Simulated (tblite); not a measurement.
Compound: C2H12OSSi3.
Atom-mapped SMILES: `[CH3:1][SiH2:2][CH2:3][SiH2:4][S:5][SiH2:6][OH:7]` (hydrogens: H8, H9, H10 on C1; H11, H12 on Si2; H13, H14 on C3; H15, H16 on Si4; H17, H18 on Si6; H19 on O7)

Computed with GFN2-xTB (tblite), gas phase: L-BFGS steps from a force-field or distance-geometry start until the largest atomic force falls under 0.01 eV/Å.

Step 137: E = -625.7684 eV
```
atom  x, y, z in Å  |  force x, y, z in eV/Å
C1     -2.6709    0.9424    0.6591    0.017   0.043  -0.003
Si2    -1.7725    0.8946   -1.0075   -0.017  -0.003   0.021
C3     -0.8739   -0.7780   -1.2355   -0.015   0.000  -0.004
Si4     0.0469   -1.4647    0.2685   -0.040  -0.014  -0.004
S5      1.3109    0.0549    1.1119    0.017   0.003   0.006
Si6     3.1828   -0.2098    0.0969    0.058  -0.018   0.009
O7      4.0632    1.1140    0.3842    0.033  -0.056  -0.069
H8     -3.2776    0.0582    0.8270    0.007  -0.046  -0.011
H9     -1.9540    1.0163    1.4718   -0.018  -0.020   0.015
H10    -3.3297    1.8030    0.7181    0.009   0.028   0.019
H11    -2.7441    1.0270   -2.1038   -0.002   0.008  -0.034
H12    -0.8070    1.9963   -1.0931    0.002  -0.009  -0.005
H13    -0.1804   -0.6675   -2.0690    0.027  -0.029  -0.004
H14    -1.5994   -1.5289   -1.5463   -0.006  -0.009  -0.014
H15     0.8904   -2.6087   -0.0839    0.001   0.029   0.017
H16    -0.8499   -1.8015    1.3672    0.008   0.001   0.002
H17     2.9687   -0.3347   -1.3386   -0.019   0.016   0.036
H18     3.8777   -1.3425    0.6910   -0.030  -0.009  -0.036
H19     3.7088    1.8387    0.8898   -0.033   0.083   0.060
```

Step 138: E = -625.7689 eV
```
atom  x, y, z in Å  |  force x, y, z in eV/Å
C1     -2.6586    0.9504    0.6609    0.008   0.028  -0.007
Si2    -1.7711    0.8916   -1.0119   -0.018   0.001   0.015
C3     -0.8748   -0.7831   -1.2361   -0.009  -0.001  -0.004
Si4     0.0448   -1.4727    0.2678   -0.046  -0.006  -0.004
S5      1.3063    0.0440    1.1194    0.035   0.004  -0.005
Si6     3.1768   -0.2040    0.0945    0.036  -0.030   0.009
O7      4.0523    1.1201    0.3934   -0.001   0.035  -0.009
H8     -3.2597    0.0636    0.8406    0.019  -0.016  -0.016
H9     -1.9369    1.0347    1.4689   -0.024  -0.018   0.005
H10    -3.3214    1.8089    0.7151    0.015   0.014   0.025
H11    -2.7503    1.0177   -2.1040    0.014   0.007  -0.015
H12    -0.8038    1.9921   -1.1116   -0.012  -0.022  -0.003
H13    -0.1804   -0.6748   -2.0691    0.027  -0.027  -0.005
H14    -1.6008   -1.5335   -1.5473   -0.009  -0.008  -0.013
H15     0.8890   -2.6155   -0.0857    0.001   0.027   0.016
H16    -0.8529   -1.8101    1.3654    0.004  -0.002   0.001
H17     2.9593   -0.3139   -1.3424   -0.017   0.017   0.051
H18     3.8749   -1.3425    0.6751   -0.033   0.001  -0.041
H19     3.6974    1.8363    0.9149    0.007  -0.003   0.001
```

Step 139: E = -625.7695 eV
```
atom  x, y, z in Å  |  force x, y, z in eV/Å
C1     -2.6504    0.9561    0.6614    0.008   0.003   0.003
Si2    -1.7714    0.8907   -1.0155   -0.006  -0.003   0.003
C3     -0.8769   -0.7862   -1.2359   -0.001  -0.006  -0.007
Si4     0.0423   -1.4778    0.2680   -0.048   0.003  -0.007
S5      1.3048    0.0351    1.1244    0.044   0.009  -0.010
Si6     3.1747   -0.2003    0.0932    0.004  -0.020   0.007
O7      4.0451    1.1251    0.4005   -0.014   0.070   0.019
H8     -3.2458    0.0658    0.8485    0.025   0.014  -0.019
H9     -1.9247    1.0466    1.4658   -0.034  -0.016  -0.009
H10    -3.3163    1.8122    0.7147    0.015   0.005   0.027
H11    -2.7530    1.0131   -2.1071    0.020   0.006   0.001
H12    -0.8025    1.9897   -1.1246   -0.017  -0.027  -0.001
H13    -0.1817   -0.6811   -2.0693    0.020  -0.024   0.004
H14    -1.6036   -1.5362   -1.5466   -0.009  -0.004  -0.010
H15     0.8881   -2.6193   -0.0854    0.001   0.022   0.011
H16    -0.8552   -1.8172    1.3653    0.003  -0.001  -0.001
H17     2.9532   -0.2992   -1.3436   -0.015   0.017   0.048
H18     3.8741   -1.3430    0.6621   -0.021  -0.007  -0.032
H19     3.6892    1.8350    0.9318    0.025  -0.042  -0.027
```

Question: Estimate the geometry and energy of step 140. (The exact step hangs on the optimiser's Hessian estimate; all steps are aligned on step 139, rigid shifts and turns removed.)

Answer: E = -625.7703 eV, largest force 0.099 eV/Å
```
atom  x, y, z in Å  |  force x, y, z in eV/Å
C1     -2.6423    0.9622    0.6617    0.004  -0.008  -0.004
Si2    -1.7726    0.8897   -1.0189    0.014  -0.008  -0.028
C3     -0.8802   -0.7897   -1.2357    0.013  -0.012  -0.009
Si4     0.0388   -1.4825    0.2686   -0.041   0.019  -0.003
S5      1.3049    0.0263    1.1290    0.035   0.008  -0.008
Si6     3.1741   -0.1964    0.0928   -0.037  -0.011  -0.002
O7      4.0382    1.1308    0.4076   -0.009   0.091   0.038
H8     -3.2299    0.0680    0.8540    0.003   0.020  -0.012
H9     -1.9138    1.0579    1.4625   -0.019  -0.008  -0.003
H10    -3.3114    1.8158    0.7147    0.009  -0.004   0.029
H11    -2.7554    1.0097   -2.1112    0.026   0.002   0.020
H12    -0.8020    1.9860   -1.1380   -0.016  -0.025   0.002
H13    -0.1832   -0.6882   -2.0686    0.008  -0.017   0.013
H14    -1.6070   -1.5399   -1.5465   -0.010   0.002  -0.006
H15     0.8873   -2.6217   -0.0839    0.000   0.013   0.004
H16    -0.8568   -1.8238    1.3670    0.001   0.001  -0.005
H17     2.9459   -0.2826   -1.3430   -0.013   0.016   0.029
H18     3.8738   -1.3451    0.6454   -0.003  -0.018  -0.015
H19     3.6816    1.8326    0.9502    0.034  -0.061  -0.040
```

The energy changes by -0.0008 eV. The first-order estimate −F·Δx gives -0.0011 eV and the mean of the old and new forces, exact on a quadratic surface, -0.0008 eV. The step makes an angle of 81° with the force vector and moves no atom by more than 0.020 Å.

The cost below is that of the whole relaxation. On an Intel Xeon with one thread, no GPU, on a shared host, this took 4.7 s.
